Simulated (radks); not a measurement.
The numbers below are computed, except where a source is named.
Eu VIII, configuration [Xe] 4f2 (not the ground configuration). Code: a radial shooting solver on a logarithmic mesh with Libxc functionals. Model: scalar-relativistic Kohn-Sham, LDA (Slater exchange, Perdew-Wang correlation), spin-polarised, spherical densities, finite nucleus; open shells are filled with parallel spins first (spin-orbit coupling, left out, can overturn this in heavy ions); Fermi nuclear charge, rms radius 5.1115 fm. Some entries of the table are withheld. Estimate them.

orbital,occ.,eigenvalue (Ry),<r> (bohr),<1/r> (bohr^-1)
1s down,1,-3560.616,0.02234,70.15
1s up,1,-3560.616,0.02234,70.15
2s up,1,-592.9920,0.09521,16.26
2s down,1,-592.9890,0.09521,16.26
2p up,3,-529.6489,0.08394,15.23
2p down,3,-529.6467,0.08394,15.23
3s up,1,-138.4949,0.2500,5.952
3s down,1,-138.4190,0.2499,5.955
3p up,3,-118.7776,0.2483,5.606
3p down,3,-118.7025,0.2483,5.609
3d up,5,-92.30906,0.2262,5.321
3d down,5,-92.25016,0.2261,5.323
4s up,1,-35.15896,0.5593,2.545
4s down,1,-34.99974,0.5595,2.544
4p up,3,-28.56372,0.5889,2.352
4p down,3,-28.40778,0.5891,2.351
4d up,5,-19.35273,0.6305,2.099
4d down,5,-19.20182,0.6312,2.097
5s up,1,-10.67368,(1),1.105
5s down,1,-10.60945,(2),1.099
4f up,2,-9.22557,0.7149,(3)
4f down,0,-9.08176,0.7186,(4)
5p up,3,-8.70620,1.344,0.9893
5p down,3,-8.65577,1.349,0.9842

Answer. 
(1) 5s up <r> (bohr): 1.220
(2) 5s down <r> (bohr): 1.224
(3) 4f up <1/r> (bohr^-1): 1.711
(4) 4f down <1/r> (bohr^-1): 1.705
